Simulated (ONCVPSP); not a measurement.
What one change does to a pseudopotential (iron, ONCV)

iron (Fe), optimised norm-conserving Vanderbilt (ONCV), made with ONCVPSP 4.0.1 (PBEsol, scalar-relativistic). Core [Ar], reference 3d6 4s1.75 4p0.25. Waves: 4s: rc 2.40 bohr, ncon 3, nbas 6, qcut 3.2 1/bohr, 2 projectors, debl 0.9 Ha; 4p: rc 2.95 bohr, ncon 3, nbas 6, qcut 2.3 1/bohr, 2 projectors, debl 2 Ha; 3d: rc 1.60 bohr, ncon 3, nbas 8, qcut 8.6 1/bohr, 2 projectors, debl 1.5 Ha. Local part: polynomial inside 1.00 bohr (lpopt 5, dvloc0 6 Ha). Core correction: Teter function, fcfact 4.25, rcfact 1.05.

Change: d: nproj 0; local potential the d channel.

Cutoffs: the cutoffs (Ha) at which the residual kinetic energy of the hardest occupied pseudo-wave falls to 1 and 0.1 mHa per electron; they do not see the model core or the augmentation charge, which bear on the density cutoff. Errors are all-electron minus pseudo energies relative to the spin-unpolarised reference configuration.

Q: What does the change do?

A: The potential gets neither clearly harder nor softer (32 Ha and 35 Ha → 32 Ha and 35 Ha); a bound ghost appears in s, which as a rule spoils a file; the lowest positive-energy flag moves from s at 2.2 eV to p at 46.5 eV; of the 3 tests that both files solve, the error grows in 1 and shrinks in 0 by more than 15 % and 0.3 meV (median size 2.6 → 3.0 meV); the range in which the s phases agree widens (upper end 0.1 → 2.4); the range in which the p phases agree narrows (upper end 2.8 → 1.5). In the separable form a ghost depends on how the local part lies against the semilocal potential of the channel, so the choice of the local part can create or remove one.

```csv
quantity,base,changed
"cutoff, loose",32 Ha,32 Ha
"cutoff, tight",35 Ha,35 Ha
bound ghosts,none,s
GHOST(+) flags under 300 eV,"s at 2.2 eV, p at 82.3 eV",p at 46.5 eV
tests with a reliable result,3 of 4,3 of 4
"error for 3d6 4s2 4p0, meV [ΔE -1.01 eV]",+0.2,+0.2
"error for 3d6 4s1 4p0, meV [ΔE 7.74 eV]",-2.6,-3.0
"error for 3d6 4s0 4p1, meV [ΔE 12.81 eV]",+14,+13
s: phases at 2.43 bohr within 0.05 rad from the reference energy up to (Ha; the scan ends near 5),0.1,2.4
p: phases at 3.00 bohr within 0.05 rad from the reference energy up to (Ha; the scan ends near 5),2.8,1.5
d: phases at 1.62 bohr within 0.05 rad from the reference energy up to (Ha; the scan ends near 5),to the end of the scan,0.3
"rms error of d²Exc/dni dnj with the model core, mHa",4.76,4.76
```

 A true bound ghost makes a file unfit for plane-wave use even where its test errors are small: the radial tests pick states by their node count and pass the ghost by.
